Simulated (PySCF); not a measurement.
C₅H₄F₃NS.
Bonds: N1–C2, C2–C3 (aromatic), C3–C4 (aromatic), C4–C5 (aromatic), C5–C6, C6–F7, C6–F8, C6–F9, C5–S10 (aromatic), C2–S10 (aromatic). Hydrogens: H11, H12 on N1; H13 on C3; H14 on C4.

Method: PBE0-D3(BJ)/def2-SVP geometry optimisation, gas phase (PySCF).

Task: What internal coordinates does the optimisation give?

Result: 
```tsv
bond	length (Å)	order
N1–C2	1.373	single
C2–C3	1.379	aromatic
C3–C4	1.418	aromatic
C4–C5	1.367	aromatic
C5–C6	1.485	single
C6–F7, C6–F8, C6–F9	1.339	single
C5–S10	1.737	aromatic
C2–S10	1.736	aromatic
N1–H11, N1–H12	1.012	single
C3–H13	1.090	single
C4–H14	1.090	single
```

Bonds in one row agree within 0.01 Å and their mean is given. Orders are formal, as drawn. A selection of angles:
```tsv
angle	degrees
N1–C2–C3	128.5
N1–C2–S10	120.0
C3–C2–S10	111.4
C2–C3–C4	112.5
C3–C4–C5	113.3
C4–C5–C6	127.5
C4–C5–S10	111.4
C6–C5–S10	121.1
C5–C6–F7	112.5
F7–C6–F8	107.5
F7–C6–F9	106.1
C2–S10–C5	91.4
H11–N1–C2	115.1
H12–N1–C2	116.9
```

Torsions: C4–C5–C6–F7 118° (anticlinal). The mirror-image conformer, all signs reversed, is as good.

The 5-membered ring C2–C3–C4–C5–S10 has internal angles of 91.4° to 113.3° (sum 540°, against 540° for a flat polygon); it is planar, 0.00 Å rms from its mean plane, widest ring torsion 0°. The C–C distances run from 1.367 Å (C4–C5, aromatic) to 1.485 Å (C5–C6, drawn single), a spread of 0.118 Å. Of the pairs four or more bonds apart, F8···H14 is among the closest relative to their van der Waals radii: 2.56 Å, 96 % of the sum of Bondi's values. N1 (aniline-type nitrogen) is pyramidal (angles 116.9°, 115.1° and 112.9°, sum 344.9°, 0.25 Å off the plane of its three neighbours).

Stationary, but not proved a minimum.
